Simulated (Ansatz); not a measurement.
One change: `OP([SiH3])S` becomes `OP([SiH3])[SiH3]`.

Ansatz, PBE0-D4/def2-TZVP geometries, multiplicity 1. Each molecule was computed in one conformer, which needn't be the lowest.

```json
{"property": "HOMO–LUMO gap (PBE/def2-TZVPP) / eV", "`OP([SiH3])S`": "4.57"}
{"property": "size of the dipole moment (ωB97M-V/def2-TZVPP) / D", "`OP([SiH3])S`": "0.84"}
{"property": "HOMO energy (PBE0/def2-TZVPP) / eV", "`OP([SiH3])S`": "-7.09"}
{"property": "LUMO energy (B3LYP/def2-TZVPP) / eV", "`OP([SiH3])S`": "-0.75"}
{"property": "size of the dipole moment (PBE/def2-TZVPP) / D", "`OP([SiH3])S`": "0.84"}
{"property": "HOMO energy (PBE/def2-TZVPP) / eV", "`OP([SiH3])S`": "-5.99"}
```

**Question.** What does the change do to each property? (Best estimate.)

**Answer.** Computed: 
| property | `OP([SiH3])[SiH3]` | shift |
| --- | --- | --- |
| HOMO–LUMO gap (PBE/def2-TZVPP) / eV | 4.00 | -0.57 |
| size of the dipole moment (ωB97M-V/def2-TZVPP) / D | 0.85 | 0.01 |
| HOMO energy (PBE0/def2-TZVPP) / eV | -6.96 | 0.13 |
| LUMO energy (B3LYP/def2-TZVPP) / eV | -1.14 | -0.39 |
| size of the dipole moment (PBE/def2-TZVPP) / D | 0.92 | 0.08 |
| HOMO energy (PBE/def2-TZVPP) / eV | -5.86 | 0.13 |

With PBE0 the HOMO rises by 0.13 eV and the LUMO falls by 0.41 eV, so the gap narrows by about 0.54 eV. PBE moves the HOMO by 0.13 eV and ωB97M-V by 0.11 eV. Dipoles are sizes alone; their direction can turn.

B3LYP here is the variant with VWN-RPA as its local correlation; programs differ in this.
